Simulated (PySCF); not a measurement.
## Bonding in `C=C1CCC(=S)CS1`

Compound: C6H8S2.
SMILES with atom numbers: `[CH2:1]=[C:2]1[CH2:3][CH2:4][C:5](=[S:6])[CH2:7][S:8]1` (hydrogens: H9, H10 on C1; H11, H12 on C3; H13, H14 on C4; H15, H16 on C7)

Structure used (GFN2-xTB), in Å, numbered top down from 1:
```xyz
16
C6H8S2 angstrom
C      2.4616    0.2399   -0.6662
C      1.2766   -0.0828   -0.1676
C      0.3469    0.8820    0.5016
C     -1.0019    0.9323   -0.2182
C     -1.6653   -0.4017   -0.3259
S     -3.0219   -0.6197   -1.1945
C     -1.0120   -1.5325    0.3746
S      0.6888   -1.7485   -0.2868
H      2.8381    1.2457   -0.6014
H      3.0911   -0.4904   -1.1416
H      0.2012    0.5887    1.5453
H      0.8002    1.8746    0.4965
H     -1.6785    1.6180    0.3020
H     -0.8702    1.3369   -1.2267
H     -1.5271   -2.4731    0.1880
H     -0.9353   -1.3603    1.4509
```

Bond orders from the PBE0/pcSseg-1 density (PySCF). The structure is a single GFN2-xTB conformer in the gas phase; no vibrational or solvent corrections.

Question: How far do the computed orders between heavy atoms stray from the drawn ones?

Answer: The largest departure is 0.088, at C5–S6 (drawn double, 1.912).

Question: Give the Mayer order of every bond, beside its length.

Answer: 
```tsv
bond	drawn as	length (Å)	Mayer order
C1–C2	double	1.326	1.929
C2–C3	single	1.498	0.989
C3–C4	single	1.530	1.032
C4–C5	single	1.494	0.961
C5–S6	double	1.625	1.912
C5–C7	single	1.482	0.984
C7–S8	single	1.838	0.977
S8–C2	single	1.770	1.032
C1–H9	single	1.076	0.946
C1–H10	single	1.075	0.945
C3–H11	single	1.094	0.926
C3–H12	single	1.091	0.940
C4–H13	single	1.095	0.925
C4–H14	single	1.095	0.926
C7–H15	single	1.089	0.935
C7–H16	single	1.093	0.911
```

By pair of heavy elements: C–C: lowest C4–C5 (0.961, 1.494 Å), highest C1–C2 (1.929, 1.326 Å); in 4 of the 10 pairs the longer bond (by over 0.003 Å) has the higher order (by 0.02 or more). C–S: lowest C7–S8 (0.977, 1.838 Å), highest C5–S6 (1.912, 1.625 Å).

Question: Sum the orders of all bonds at each heavy atom with more than one neighbour and set the sums beside the valence in the SMILES.

Answer: C1 3.820 (drawn 4), C2 3.950 (drawn 4), C3 3.887 (drawn 4), C4 3.844 (drawn 4), C5 3.857 (drawn 4), C7 3.807 (drawn 4), S8 2.009 (drawn 2). Orders between atoms that aren't bonded are not in these sums.

The Mayer order sums products of elements of PS (density times overlap matrix) between the two atoms' basis functions, so it depends on the basis set.
